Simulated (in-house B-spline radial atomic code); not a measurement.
Configurations of Te⁵⁺, with energies counted from [Kr] 4d10 5s1. Level of theory: non-relativistic OLYP, spin-polarised, spherical fractional occupations, point nucleus; calculated with a radial B-spline atomic code at the basis-set limit. Shells without spins written out take the highest spin.

Occupations are held fixed; configurations that lie above the ionisation limit could autoionise.

| configuration | E - E(ref) (eV) | highest orbital | its <r> (bohr) |
| --- | --- | --- | --- |
| [Kr] 4d10 5p1 | 10.799 | 5p up | 2.064 |
| [Kr] 4d10 5d1 | 27.079 | 5d up | 2.58 |
| [Kr] 4d10 6p1 | 36.613 | 6p up | 3.783 |
| [Kr] 4d9 5s1 6s1 | 74.048 | 6s up | 3.419 |
| [Ar] 3d10 4s2 4p(2 up, 3 down) 4d10 5s(1 up, 0 down) 5f(1 up, 0 down) | 154.37 | 5f up | 3.65 |
| [Ar] 3d(5 up, 4 down) 4s2 4p6 4d10 5s(1 up, 0 down) 6p(0 up, 1 down) | 620.59 | 6p down | 3.698 |

(1) Order these further configurations by energy, lowest first.
A. [Ar] 3d10 4s2 4p5 4d10 5s1 5p1
B. [Ar] 3d9 4s2 4p6 4d10 5s1 6p1
C. [Ar] 3d9 4s2 4p6 4d10 5s1 6f1
D. [Ar] 3d10 4s2 4p5 4d10 5s1 6p1
E. [Kr] 4d9 5s1 5f1

(2) How far above the reference does [Kr] 4d10 6f(0 up, 1 down) lie?

(3) How far above the reference does [Kr] 4d(4 up, 5 down) 5s(1 up, 0 down) 5d(1 up, 0 down) lie?

Answers

(1) E (84.626 eV), A (119.38 eV), D (147.82 eV), B (620.72 eV), C (635.38 eV).

(2) 51.243 eV; its least bound orbital is 6f down with <r> = 6.091 bohr.

(3) 67.814 eV; its least bound orbital is 5d up with <r> = 2.452 bohr.
